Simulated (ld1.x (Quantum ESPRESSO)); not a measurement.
## u(r) = r·R(r): atom against pseudo-atom (iodine)

Columns: radius, all-electron u(r) and pseudo u(r) of the 5p shell (level -7.09 eV) of iodine in the configuration [Kr] 4d10 5s2 5p5; PBE, scalar-relativistic, TM scheme, ld1.x (Quantum ESPRESSO) 7.5.

```tsv
r (bohr)	all-electron	pseudo
0.098	0.0724	-0.0023
0.195	-0.1968	-0.0093
0.292	-0.1493	-0.0209
0.390	0.0649	-0.0378
0.488	0.2484	-0.0600
0.585	0.3302	-0.0877
0.682	0.3161	-0.1213
0.780	0.2333	-0.1617
0.878	0.1125	-0.2086
0.975	-0.0211	-0.2610
1.072	-0.1533	-0.3186
1.170	-0.2764	-0.3803
1.268	-0.3841	-0.4433
1.365	-0.4741	-0.5042
1.463	-0.5482	-0.5613
1.560	-0.6058	-0.6105
1.658	-0.6497	-0.6509
1.755	-0.6805	-0.6807
1.852	-0.7003	-0.7003
1.950	-0.7108	-0.7108
2.047	-0.7131	-0.7131
2.145	-0.7088	-0.7088
2.242	-0.6991	-0.6991
2.340	-0.6850	-0.6850
2.438	-0.6673	-0.6673
2.535	-0.6473	-0.6473
```

Task: How many radial nodes do the two functions have?

Result: The all-electron 5p function has n − l − 1 = 3; the pseudo-wave has 0, since the states of the same l below it are removed with the core.

Task: At about which radius was the pseudo-wave matched?

Result: 1.95 bohr. The columns agree to 0.0005 from 1.75 bohr on; several derivatives are matched, so the curves merge somewhat inside the radius.

Task: Is the pseudo-wave norm-conserving?

Result: Yes: the TM scheme keeps the norm inside the radius equal to the all-electron one, which fixes the energy derivative of the logarithmic derivative at the level.
